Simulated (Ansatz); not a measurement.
A nudged elastic band was laid between two geometries of AlFH₃NTe (7 atoms, charge 0, multiplicity 1).

All numbers below come from RKS PBE/def2-SVP in Ansatz.

```json
{
 "movable images": "5",
 "climbing image": "yes",
 "spring": "5.0 eV/Å²",
 "optimiser": "quadratic models (default)",
 "start path": "through a guess of the saddle point",
 "force threshold": "0.05 eV/Å",
 "iteration limit": "60",
 "end points": "relaxed"
}
```

First end point:

```xyz
7
Properties=species:S:1:pos:R:3
N -0.746 0.881 1.043
Al 0.355 -0.041 0.003
F 2.005 0.032 0.322
Te -0.475 -1.456 -1.936
H -0.438 1.455 1.832
H -1.763 0.922 0.952
H 1.124 -1.861 -2.261
```

Last end point:

```xyz
7
Properties=species:S:1:pos:R:3
N -0.646 0.703 0.832
Al 0.799 -0.007 0.087
F 2.303 0.350 0.747
Te 0.758 -1.545 -1.931
H -0.624 1.310 1.654
H -1.606 0.571 0.510
H -0.923 -1.450 -1.945
```

Task: What changes between the two ends?

Result: No bond is made or broken.

Task: What energy profile does the band end with?

Result: The forces met the threshold. The highest image is number 3 of 0 to 6, 0.112 eV above the first end and 0.114 eV above the last; the last end lies 0.002 eV below the first. A vibrational analysis at the climbing image gives one clearly imaginary mode, 161i cm⁻¹: a first-order saddle point.

| image | path coordinate (Å) | energy (eV) |
| --- | --- | --- |
| 0 | 0.00 | 0.000 |
| 1 | 0.65 | 0.023 |
| 2 | 1.30 | 0.079 |
| 3 | 1.95 | 0.112 |
| 4 | 2.56 | 0.081 |
| 5 | 3.16 | 0.020 |
| 6 | 3.77 | -0.002 |

Task: What is the geometry of the highest image?

Result: 
```xyz
7
Properties=species:S:1:pos:R:3
N -0.645 0.770 0.963
Al 0.567 -0.267 0.188
F 2.151 -0.093 0.723
Te -0.056 -1.971 -1.616
H -0.437 1.466 1.684
H -1.644 0.755 0.749
H 0.125 -0.727 -2.736
```

Task: What are the harmonic wavenumbers there?

Result: 161i, 130, 175, 191, 305, 382, 397, 473, 633, 772, 887, 1462, 2048, 3500, 3599 cm⁻¹.

Run time: 52 s on 2 threads of Intel(R) Xeon(R) Platinum 8488C (Sapphire Rapids) (shared host), peak memory 0.15 GiB.
